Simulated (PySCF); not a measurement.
**Pr(OH)3(NH3) at several levels of theory**

Computed with PySCF 2.14.0 (density fitting, no spin-orbit coupling) at the geometry relaxed with PBE0:

```xyz
11
Pr(OH)3(NH3) (singlet in the valence; each metal's 4f electrons, 2 of them, lie in its core potential, out of spins and levels)
Pr    0.1843   -0.2195    0.2708
O     1.2562    1.3626    1.2694
H     1.7625    2.0058    1.7649
O    -1.4659   -1.1507    1.3007
H    -2.1299   -1.6283    1.7967
O     1.1851   -1.3220   -1.2894
H     1.6813   -1.8423   -1.9204
N    -1.3017    1.3226   -1.3027
H    -1.9109    1.9323   -0.7565
H    -0.7434    1.9250   -1.9079
H    -1.9052    0.7678   -1.9102
```

| level | basis | state | HOMO (eV) | gap (eV) | charge on Pr1 (e) | population of f-type functions on Pr1 (polarisation alone where 4f lies in the core) | dipole about the centre of mass (D) | largest force component (eV/Å) |
| --- | --- | --- | --- | --- | --- | --- | --- | --- |
| PBE0 | Pr lcecp-1-SVP with ECP48, O def2-SVP, H def2-SVP, N def2-SVP | singlet | -6.92 | 6.61 | 0.99 | 0.11 | 4.25 | 0.02 |
| CAM-B3LYP | the same | singlet | -8.36 | 8.65 | 0.95 | 0.11 | 4.26 | 0.08 |
| PBE0 | Pr lcecp-1-TZVP with ECP48, O def2-TZVP, H def2-TZVP, N def2-TZVP | singlet | -7.23 | 6.73 | 1.59 | 0.13 | 4.25 | 0.21 |

In the lcecp rows the 4f levels are missing from HOMO and gap, and the state counts the valence alone.

Charges are Mulliken's, which hang on the basis. The relaxation used the grid (50, 194), these runs (75, 302) or, all-electron (x2c bases, spin-free X2C Hamiltonian), (99, 590).

Task: What does BLYP with Pr lcecp-1-SVP with ECP48, O def2-SVP, H def2-SVP, N def2-SVP give here?

Result: state singlet, HOMO (eV) -5.12, gap (eV) 4.12, charge on Pr1 (e) 0.71, population of f-type functions on Pr1 (polarisation alone where 4f lies in the core) 0.11, dipole about the centre of mass (D) 4.19, largest force component (eV/Å) 0.50. Time: 5.5 s on 2 threads of AMD EPYC 9R45 96-Core Processor (Zen 5), with other jobs on the host, from an already converged density.

In the first row's basis the gap widens with exact exchange: 4.1 eV for BLYP (none); 6.6 eV for PBE0 (a fixed share); 8.6 eV for CAM-B3LYP (rising or full at long range).

An lcecp potential fixes the number of 4f electrons, so in runs with it no electron can move into or out of that shell.
